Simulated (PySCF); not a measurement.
# Static response to an electric field

Compound: C6H5N3.
Atom-mapped SMILES: `[cH:1]1[cH:2][cH:3][n:4]2[n:5][n:6][cH:7][c:8]2[cH:9]1` (hydrogens: H10 on C1; H11 on C2; H12 on C3; H13 on C7; H14 on C9)

Cartesian coordinates in Å at the GFN2-xTB level; atoms count from 1:
```
atom  x, y, z in Å
C1    -1.412    1.106    0.095
C2    -1.850   -0.240    0.120
C3    -0.953   -1.259    0.058
N4     0.365   -0.965   -0.029
N5     1.376   -1.821   -0.098
N6     2.472   -1.147   -0.168
C7     2.218    0.160   -0.148
C8     0.837    0.338   -0.056
C9    -0.082    1.396    0.007
H10   -2.144    1.897    0.146
H11   -2.903   -0.457    0.190
H12   -1.209   -2.306    0.072
H13    2.999    0.890   -0.197
H14    0.286    2.409   -0.014
```

Level: B3LYP/def2-SVPD (PySCF), static field, nuclei fixed, core orbitals frozen in the response. The polarisability tensor in these axes (au):

```
x   119.83  -7.70  -4.72
y    -7.70  95.16   0.63
z    -4.72   0.63  49.25
```

Problem. What are the eigenvalues, a third of the trace, and Δα (Δα² = ½Σ(αi − αj)² over the three pairs)?

Solution. Principal values 48.94, 92.97 and 122.34 au; mean 88.08 au = 13.05 Å³ = 14.52 × 10⁻⁴⁰ C²·m²/J; Δα = 63.99 au (73 % of the mean).

Problem. What is the dipole moment, and where does it point?

Solution. (-3.77, 3.05, 0.26) D, 4.85 D in size, pointing from the negative to the positive side. Measured along this direction, the outermost atoms are N6 at the negative end and H10 at the positive end.

Problem. Sum over states: ᾱ = Σ f/ω², ω in Eh. What share falls to these 8 lowest TDDFT singlets (eV, f)? 4.14, 0.0454; 4.74, 0.0001; 4.97, 0.0617; 5.38, 0.0037; 5.91, 0.0005; 6.29, 0.5703; 6.51, 0.0356; 6.52, 0.0007.

Solution. They add up to 15.22 au, 17.3 % of the 88.08 au; the largest single term is 10.66 au, from the state at 6.29 eV. Terms in order: 1.96, 0.00, 1.85, 0.09, 0.01, 10.66, 0.62, 0.01 au. Higher excitations give the rest. The strengths listed sum to 0.718.

Problem. Refractivity n − 1 of an ideal gas of it at 298.15 K and 1 atm, from the electronic α?

Solution. N = p/kT = 2.4615 × 10¹⁹ cm⁻³, so n − 1 = 2π × N × 13.05 × 10⁻²⁴ cm³ = 2019 × 10⁻⁶ at long wavelengths, for an ideal gas.

Problem. In a dilute gas of rigid molecules at 500 K, how does the orientational term μ²/3kT compare with the electronic polarisability?

Solution. In Gaussian units μ²/3kT = 113.74 Å³ against 13.05 Å³, a ratio of 8.71; the Debye molar polarisation (4π/3)N_A(α + μ²/3kT) is 319.8 cm³/mol, leaving out the vibrational part.

Problem. Rayleigh depolarisation ratio (linearly polarised light, static tensor)?

Solution. ρ = 3Δα²/(45ᾱ² + 4Δα²) = 12285.4/(349121 + 16380.5) = 0.0336.

Problem. Estimate the molar refractivity from the static electronic polarisability.

Solution. Lorentz–Lorenz: R = (4π/3)N_A α = 2.5225 cm³/(mol·Å³) × 13.05 Å³ = 32.9 cm³/mol, in the limit of long wavelengths.

Isolated species at its GFN2-xTB geometry, gas phase.
